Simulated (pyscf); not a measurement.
Thermochemistry of product channels of F–GeH₂• + GeH₂ [singlet] on the doublet surface, in kcal/mol, from ωB97M-D3(BJ)/def2-TZVP energies (ideal gas, 1 atm, RRHO with modes under 100 cm⁻¹ raised to 100, one conformer, R ln 2 for chiral ones without a mode under 150 cm⁻¹). Optimised with ωB97X-D3(BJ)/def2-SVP in PySCF.

```json
[
 {"products": "F–GeH₂–GeH₂•", "ΔE": "___", "ΔH(298 K)": "-43.2", "ΔG(900 K)": "-12.9", "ΔG(1200 K)": "-3.6"},
 {"products": "F–GeH•–GeH₃", "ΔE": "___", "ΔH(298 K)": "-44.0", "ΔG(900 K)": "-13.9", "ΔG(1200 K)": "-4.6"}
]
```

### Question
Some entries are withheld; supply them.

### Answer

- F–GeH₂–GeH₂•, ΔE: -45.9
- F–GeH•–GeH₃, ΔE: -46.9

These are energies of the channels, which say nothing of barriers. Elements up to Kr have no core potential and no relativistic terms here.
